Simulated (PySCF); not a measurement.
Compound: C7H5ClF3N.
Structure used (PBE0-D3(BJ)/def2-SVP), in Å, numbered top down from 1:
```xyz
17
C7H5ClF3N angstrom
N     -1.0913    2.9024   -0.2573
C     -0.9896    1.8058    0.0965
C     -0.9142    0.4129    0.4996
C      0.1834   -0.4929   -0.0504
C      1.4904   -0.3734   -0.2564
C      2.3216    0.8082    0.1253
F      1.6871    1.6256    0.9686
F      3.4468    0.4042    0.7249
F      2.6793    1.5225   -0.9443
C     -0.8069   -1.5850   -0.3621
C     -1.9330   -0.5576   -0.1602
Cl    -3.3150   -1.0391    0.8290
H     -0.9693    0.3367    1.5990
H      2.0464   -1.1849   -0.7343
H     -0.7433   -2.0729   -1.3451
H     -0.8243   -2.3579    0.4231
H     -2.3186   -0.1550   -1.1052
```

Computed with PBE0-D3(BJ)/def2-SVP geometry optimisation, gas phase in PySCF 2.14.0.

Masses are those of the commonest isotopes; rigid-rotor values at the optimised geometry. The values belong to one conformer with, in the numbering `[N:1]#[C:2][C@@H:3]1/[C:4](=[CH:5]\[C:6]([F:7])([F:8])[F:9])[CH2:10][C@H:11]1[Cl:12]`, C2–C3–C4–C5 44°, C3–C4–C10–C11 14°, C4–C10–C11–Cl12 -134°, C2–C3–C11–C10 136°.

Problem. What are A, B and C (MHz)?

Solution. Ia = 317.36, Ib = 1152.02, Ic = 1329.06 u·Å²; 505379 MHz·u·Å²/I gives A = 1592, B = 438.7, C = 380.3 MHz.

Problem. Classify the top.

Solution. A near-prolate asymmetric top: κ = (2 × 438.7 − 1592 − 380.3)/(1592 − 380.3) = -0.90.

Problem. Is it planar, by Δ = Ic − Ia − Ib?

Solution. Not planar: Δ = Ic − Ia − Ib = -140.33 u·Å². For a rigid frame Δ = −2 Σ m c², so Σ m c² = 70.16 u·Å² lies off the ab plane: 7.63 from hydrogen and 62.54 from heavier atoms. The atom farthest from that plane is 1.69 Å away.

Problem. Give the other two planar moments, Paa and Pbb, and the rms extents of the mass along the axes.

Solution. Paa = Σ m a² = (Ib + Ic − Ia)/2 = 1081.86 and Pbb = Σ m b² = (Ia + Ic − Ib)/2 = 247.20 u·Å². With the mass M = 195.01 u, the rms extents √(P/M) along a, b and c are 2.36, 1.13, 0.60 Å.

Problem. Where do the levels up to J = 2 lie, in MHz?

Solution. Above 0(0,0):
J = 1: 1(0,1) 819, 1(1,1) 1973, 1(1,0) 2031
J = 2: 2(0,2) 2455, 2(1,2) 3552, 2(1,1) 3727, 2(2,1) 7189, 2(2,0) 7191
The levels of one J sum to (2J + 1)J(J + 1)(A + B + C)/3.

Problem. Which lines would a microwave search look for?

Solution. The dipole components are |μa| = 1.61 D, |μb| = 4.53 D, |μc| = 0.62 D. Intensities carry the squares of the components, which stand as 0.13 : 1.00 : 0.02 (a : b : c). Some lines, for components of 0.1 D or more:

```
type  branch         J(Ka,Kc)    MHz  lower level (cm⁻¹)
   c       Q  4(1,4) ← 4(0,4)    918               0.272
   c       Q  2(1,2) ← 2(0,2)   1097               0.082
   b       Q  2(1,1) ← 2(0,2)   1273               0.082
   a       R  2(1,2) ← 1(1,1)   1579               0.066
   a       R  3(1,3) ← 2(1,2)   2368               0.118
   a       R  3(0,3) ← 2(0,2)   2448               0.082
   b       R  2(1,2) ← 1(0,1)   2733               0.027
   a       R  4(2,3) ← 3(2,2)   3274               0.322
   a       R  4(3,1) ← 3(3,0)   3280               0.519
   a       R  4(2,2) ← 3(2,1)   3296               0.322
   a       R  4(1,3) ← 3(1,2)   3388               0.209
   c       R  3(1,2) ← 2(0,2)   3816               0.082
   b       R  4(1,4) ← 3(0,3)   4172               0.164
   b       R  2(2,0) ← 1(1,1)   5218               0.066
   c       Q  4(3,2) ← 4(2,2)   5890               0.432
   b       Q  4(3,1) ← 4(2,2)   5890               0.432
   c       Q  3(3,1) ← 3(2,1)   5905               0.322
   b       Q  3(3,0) ← 3(2,1)   5905               0.322
   c       R  4(2,3) ← 3(1,3)   7000               0.197
   b       Q  4(4,1) ← 4(3,2)   8277               0.628
   c       R  3(3,1) ← 2(2,1)   8373               0.240
   c       R  4(4,1) ← 3(3,1)  11557               0.519
```

Problem. Estimate the classical rotational partition function at 50 K, 100 K and 200 K.

Solution. Point group C1, symmetry number σ = 1; q = (√π/σ)·√((kT/h)³/(ABC)), k/h = 20836.6 MHz/K: 116000 at 50 K, 327000 at 100 K, 925000 at 200 K.

PBE0-D3(BJ)/def2-SVP frequencies: not computed here. Constants of a rigid frame at the computed geometry: no zero-point averaging, no centrifugal distortion. Quadrupole hyperfine structure (14N, 35Cl) is left out.

Time: 12 min of wall time; peak memory 0.92 GiB. Hardware: Arm Neoverse N1, one thread, shared host with 64 logical CPUs at a one-minute load of 61. This is the geometry optimisation.
